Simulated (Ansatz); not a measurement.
Ideal-gas functions of `[SH][In]([SH])[SH]` at 600 K and 1 bar, from an Ansatz frequency run at PBE0-D4/def2-TZVP.

Molar mass 214.04 g/mol, point group C3h (symmetry number 3), electronic degeneracy 1, moments of inertia 283.139, 283.256, 566.395 u Å². Harmonic wavenumbers (cm⁻¹, unscaled): 81, 81, 98, 159, 225, 225, 323, 371, 371, 645, 685, 685, 2710, 2710, 2711.

Use S(trans) = R[1.5 ln M + 2.5 ln T − 1.1517]; rotational temperatures θ = 24.2544 K / I; S(rot) = R[ln(√π/σ · √(T³/θAθBθC)) + 1.5]; for each mode x = 1.438777 ν̃/T, S = R[x/(eˣ − 1) − ln(1 − e⁻ˣ)] and H = RT x/(eˣ − 1); 1 cm⁻¹ = 0.0119627 kJ/mol; R = 8.31446 J/(mol·K).

By hand: the entropy, in J/(mol·K).

Translation 190.3. Rotation: θ = 0.0857, 0.0856, 0.0428 K, giving 121.4. Vibration, mode by mode: 21.95, 21.95, 20.37, 16.38, 13.54, 13.54, 10.64, 9.56, 9.56, 5.47, 5.06, 5.06, 0.09, 0.09, 0.09, in all 153.4. Electronic 0.0. Sum 465.1 J/(mol·K).

By hand: H − E and G − E in kJ/mol, counted from the electronic energy.

Zero-point energy ½ × 12080 × 0.0119627 = 72.3; thermal vibration 40.7; translation, rotation and pV give 4 RT = 20.0. H − E = 133.0 kJ/mol, and G − E = 133.0 − 600 × 465.1/1000 = -146.1 kJ/mol.

Vibration gives 33 % of the entropy, 64.3 J/(mol·K) of it from the modes under 150 cm⁻¹: soft modes count most, and the harmonic formula is weakest for them. The sum counts one conformer and one mirror image; others add a mixing term.
